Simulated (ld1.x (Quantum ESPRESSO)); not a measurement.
**Ta (Z = 73): variants of one TM semilocal potential**

Base potential:

ld1.x (Quantum ESPRESSO) 7.5 input, shortened:

```
&input
   title='Ta', zed=73., rel=1, dft='PBESOL', iswitch=3,
   config='[Xe] 4f14 5d3 6s0 6p0'
 /
 &inputp
   pseudotype=1, tm=.true., lloc=2,
   nlcc=.true., new_core_ps=.true., rcore=1.50
 /
3
5S  1  0   2.00   0.00  1.50  1.50  0.0
5P  2  1   6.00   0.00  1.50  1.50  0.0
5D  3  2   3.00   0.00  2.60  2.60  0.0
 &test
   configts(1)='5s2 5p6 5d3 6s0 6p0'
 /
```

All-electron outer shells of the reference configuration (PBEsol, scalar-relativistic, ld1.x):

| shell | level (eV) | outermost node (bohr) | outermost maximum (bohr) |
| --- | --- | --- | --- |
| 5s | -88.59 | 0.54 | 0.98 |
| 5p | -54.98 | 0.58 | 1.13 |
| 4f | -40.30 | – | 0.44 |
| 6s | -18.37 | 1.31 | 2.55 |
| 5d | -18.32 | 0.65 | 1.54 |
| 6p | -12.40 | 1.56 | 3.23 |

Cutoffs, loose and tight: the cutoffs (Ry, on a coarse ladder) from which the occupation-weighted sum of valence levels, in a spherical-Bessel basis at the reference potential, stays within 10 and 1 mRy of its value at 400 Ry. They do not see the model core or the augmentation charge, which bear on the density cutoff. Test errors are all-electron minus pseudo excitation energies from the reference, over the configurations 5s2 5p6 5d3 6s2 6p0; 5s2 5p6 5d3 6s1 6p0; 5s2 5p6 5d2 6s0 6p0; 5s2 5p6 5d3.5 6s1.5 6p0; 5s2 5p6 5d3 6s0 6p1; 5s2 5p6 5d2 6s2 6p1; 5s2 5p6 5d3 6s1 6p1. A dash means not determined; rows that change the core or the reference have their own tests.

A semilocal file is local in each channel, so a ghost entry of none says nothing of the separable form that plane-wave codes build from it.

```csv
change,outcome,"cutoff, loose","cutoff, tight",bound ghosts,largest test error (meV)
base,generated,80 Ry,120 Ry,none,+1364
wave 5d (bound): rc 2.60 bohr becomes 5d (bound): rc 1.72 bohr,generated,80 Ry,120 Ry,none,+1358
wave 5d (bound): rc 2.60 bohr becomes 5d (bound): rc 2.02 bohr,generated,80 Ry,120 Ry,none,+1359
wave 5d (bound): rc 2.60 bohr becomes 5d (bound): rc 2.32 bohr,generated,80 Ry,120 Ry,none,+1360
wave 5d (bound): rc 2.60 bohr becomes 5d (bound): rc 2.54 bohr,generated,80 Ry,120 Ry,none,+1362
wave 5d (bound): rc 2.60 bohr becomes 5d (bound): rc 2.72 bohr,generated,80 Ry,120 Ry,none,+1368
wave 5d (bound): rc 2.60 bohr becomes 5d (bound): rc 3.10 bohr,generated,80 Ry,120 Ry,none,+1379
wave 5d (bound): rc 2.60 bohr becomes 5d (bound): rc 3.34 bohr,generated,80 Ry,120 Ry,none,+1384
wave 5d (bound): rc 2.60 bohr becomes 5d (bound): rc 3.56 bohr,generated,80 Ry,120 Ry,none,+1382
wave 5d (bound): rc 2.60 bohr becomes 5d (bound): rc 3.94 bohr,generated,80 Ry,120 Ry,none,+1358
```

Reading the sweep of the d radius (base included, trends over the rows without a ghost): The loose cutoff stays near 80 Ry. The median size of the test errors (rows with all tests solved) stays near 672.1 meV.
